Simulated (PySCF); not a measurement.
**Correlation energy of Zr²⁺ (zirconium, charge +2)**

[Kr] 4d1 5s1, high-spin 3D determinant (an excited configuration). Calculation: PySCF 2.14, in def2-QZVPPD with the def2 core potential (28 electrons) (7s5p4d3f2g, 81 functions); scalar relativity through the core potential. Frozen: 4s2 4p6; 2 electrons correlated.

With two correlated electrons CCSD is exact within the correlated space (frozen core and kept virtual orbitals).

```tsv
level	correlation energy (mhartree)
CCSD	-6.25
```

Diagnostics: T1 = 0.0037, D1 = 0.0074, largest double amplitude 0.022.

Cost of the coupled-cluster step: about 21 core-seconds, for 2 correlated electrons.
